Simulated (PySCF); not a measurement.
Gallium: a sound run and one with changed settings

Sound run: Ga [Ar] 3d10 4s2 4p1, Ga⁺ [Ar] 3d10 4s2. All numbers are calculated (PySCF 2.14, the non-relativistic Hamiltonian (point nucleus), in 6-31G*). The sound run starts from symmetry-adapted Hartree-Fock orbitals and uses a fine grid where one is needed.

Changed run: 26 angular points. This setting is unsound on purpose.

```tsv
species	method	sound run (hartree)	changed run (hartree)	converged
Ga	UHF	-1922.94348	-1922.94348	yes
Ga	PBE0	-1924.27956	-1924.27961	yes
Ga	LDA	-1921.50698	-1921.50712	yes
Ga⁺	UHF	-1922.73879	-1922.73879	yes
Ga⁺	PBE0	-1924.05617	-1924.05617	yes
Ga⁺	LDA	-1921.28121	-1921.28121	yes
```

Ionisation energy of Ga:

| method | sound run (eV) | changed run (eV) |
| --- | --- | --- |
| UHF | 5.570 | 5.570 |
| PBE0 | 6.079 | 6.080 |
| LDA | 6.144 | 6.147 |

A coarse angular grid integrates products of high-l functions wrongly, so density functionals can shift, and the SCF can exploit the error; Hartree-Fock and MP2 need no grid.

For comparison, NIST gives 5.999 eV between the lowest levels.
